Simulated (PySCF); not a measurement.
SMILES c1csc(c1F)-c1c(cccc1)F (C10H6F2S), singlet, GFN2-xTB optimised geometry.

```
19

F      2.43     0.35     0.00
C      1.60    -0.71     0.00
C      2.19    -1.95     0.00
C      1.42    -3.10     0.00
C      0.04    -2.97     0.00
C     -0.55    -1.72     0.00
C      0.21    -0.54     0.00
C     -0.49     0.74     0.00
S     -2.23     0.74     0.00
C     -2.32     2.45     0.00
C     -1.08     3.01     0.00
C     -0.06     2.04     0.00
F      1.22     2.45     0.00
H      3.27    -2.01     0.00
H      1.88    -4.07     0.00
H     -0.59    -3.85     0.00
H     -1.62    -1.64     0.00
H     -3.27     2.93     0.00
H     -0.88     4.07     0.00
```

Density from PBE0/def2-SVP run with PySCF 2.14.0 at that geometry.

Minimum of the electron density along straight lines between bonded atoms, close to the bond critical point (lines longer than 1.1 times the sum of covalent radii, or with two minima, are not listed):

```tsv
bond	length / Å	ρ at the minimum / e bohr⁻³	∇²ρ there / e bohr⁻⁵	position (fraction from the first atom)
F1–C2	1.343	0.257	0.12	0.67
C2–C3	1.384	0.317	-0.84	0.52
C3–C4	1.381	0.312	-0.80	0.50
C4–C5	1.386	0.311	-0.80	0.50
C5–C6	1.379	0.315	-0.81	0.50
C2–C7	1.399	0.306	-0.77	0.51
C6–C7	1.401	0.302	-0.75	0.49
C7–C8	1.454	0.271	-0.64	0.49
C8–S9	1.748	0.206	-0.42	0.47
S9–C10	1.713	0.219	-0.49	0.53
C10–C11	1.354	0.325	-0.83	0.51
C8–C12	1.375	0.315	-0.78	0.50
C11–C12	1.412	0.301	-0.76	0.48
C12–F13	1.336	0.261	0.16	0.33
C3–H14	1.079	0.283	-1.09	0.64
C4–H15	1.079	0.284	-1.09	0.63
C5–H16	1.079	0.284	-1.08	0.63
C6–H17	1.080	0.284	-1.08	0.63
C10–H18	1.071	0.286	-1.13	0.65
C11–H19	1.074	0.284	-1.10	0.64
```
